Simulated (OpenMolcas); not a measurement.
# W4+ in a ligand field

W4+ with 6 ligands (water) in octahedral coordination (Th) at 2.02 Å. Ligand basis ANO-RCC-VDZP.
```
W     0.0000    0.0000    0.0000
O     2.0200    0.0000    0.0000
H     2.5970    0.7797    0.0000
H     2.5970   -0.7797    0.0000
O     0.0000    2.0200    0.0000
H     0.0000    2.5970    0.7797
H     0.0000    2.5970   -0.7797
O    -2.0200    0.0000    0.0000
H    -2.5970    0.7797    0.0000
H    -2.5970   -0.7797    0.0000
O     0.0000   -2.0200    0.0000
H     0.0000   -2.5970    0.7797
H     0.0000   -2.5970   -0.7797
O     0.0000    0.0000    2.0200
H     0.7797    0.0000    2.5970
H    -0.7797    0.0000    2.5970
O     0.0000    0.0000   -2.0200
H     0.7797    0.0000   -2.5970
H    -0.7797    0.0000   -2.5970
```

```
Program             : OpenMolcas
Method              : SS-CASPT2, IPEA 0.25 Eh, imaginary shift 0.1 Eh (the lowest 17 gerade and 15 ungerade orbitals frozen, chosen by energy and not by shell, so the metal 5p can be frozen and 4f correlated)
Basis               : ANO-RCC-VTZP [8s7p5d3f2g1h]
Scalar Hamiltonian  : DKH2, point nucleus
Active space        : 2 electrons in 5 orbitals (5d)
State averaging     : 2S+1 = 3 even, 10 roots; 2S+1 = 1 even, 15 roots
Spin-orbit coupling : RASSI with atomic mean-field integrals over the reference wave functions
```

The lowest spin-free states (labels of O, taken over from Oh, the nearest higher group), above the lowest:

```json
{"State": "3T1", "Degeneracy": "3", "E (cm-1)": "0"}
{"State": "1T2", "Degeneracy": "3", "E (cm-1)": "7170"}
{"State": "1E", "Degeneracy": "2", "E (cm-1)": "7530"}
{"State": "1A1", "Degeneracy": "1", "E (cm-1)": "17590"}
{"State": "3T2", "Degeneracy": "3", "E (cm-1)": "36420"}
{"State": "3T1", "Degeneracy": "3", "E (cm-1)": "42630"}
{"State": "1T2", "Degeneracy": "3", "E (cm-1)": "43880"}
{"State": "1T1", "Degeneracy": "3", "E (cm-1)": "46420"}
{"State": "3A2", "Degeneracy": "1", "E (cm-1)": "74480"}
{"State": "1E", "Degeneracy": "2", "E (cm-1)": "81700"}
{"State": "1A1", "Degeneracy": "1", "E (cm-1)": "90380"}
```

The lowest levels with spin-orbit coupling:

```tsv
E (cm-1)	Degeneracy	2S+1
0	2	3
210	3	3
3920	3	3
4770	1	3
9760	3	1
10330	2	1
20600	1	1
37760	1	3
38380	3	3
39460	3	3
39560	2	3
43580	1	3
44390	3	3
44590	3	3 (52 %)
46810	2	3
48490	3	1 (50 %)
49680	3	1
77810	3	3
84910	2	1
93630	1	1
```

Powder χT (cm3 K/mol): 0.00136 at 2 K, 0.00679 at 10 K, 0.0341 at 50 K, 0.0676 at 100 K, 0.115 at 200 K, 0.145 at 300 K. The effective moment at 300 K is 2.828 √(χT) = 1.08 μB.

The lowest level has 2S+1 = 3, for which the spin-only value is χT = S(S+1) / 2 = 1.000 cm3 K/mol (g = 2). The computed 0.145 at 300 K differs by -0.855, through orbital momentum, spin-orbit coupling and any other state in reach. With a threefold ground state the orbital momentum is unquenched, so the spin-only value is not expected to hold.

A least-squares ligand-field fit to the states below 45000 cm-1, each weighted by its degeneracy and with a free common offset, gives 10Dq = 37284 cm-1, B = 520 cm-1 and C = 1936 cm-1 (C/B = 3.73), with an rms deviation of 243 cm-1.

The same method and metal basis give the free ion B = 790 cm-1 (fit to its terms below 60000 cm-1, rms deviation 602 cm-1), so the nephelauxetic ratio is β = 520 / 790 = 0.66; it hangs on how both fits weigh the states, and computed free-ion B values tend to be too large, so β mixes covalency with correlation.

Roots that are degenerate in the reference are averaged as groups; the widest CASPT2 spread within a group is 520 cm-1 (the 3-fold group of multiplicity 1 near 46400 cm-1 above the lowest state of its run). Shifts and gaps below about the spread of the groups concerned are not significant. Over all roots computed the reference weight is 0.70 to 0.71; a low but even weight reflects the number of correlated electrons. An orbital triplet at a regular site is open to Jahn-Teller coupling, which can distort the site and quench the lowest spin-orbit gaps and is left out. The least metal-like active orbital is 75 % on the metal (Löwdin) and no ligand orbital is active, so the numbers are rough. Ligand-to-metal charge-transfer states are missing. With no ligand orbital active B as a rule stays too high, so bands that hang on it stand too high and its fall with covalency is understated. With one d shell and no ligand orbital active, 10Dq can be off by a tenth or more. No measured value stands beside these numbers; the geometry is a model, was not optimised and need not be the one that this ion takes.
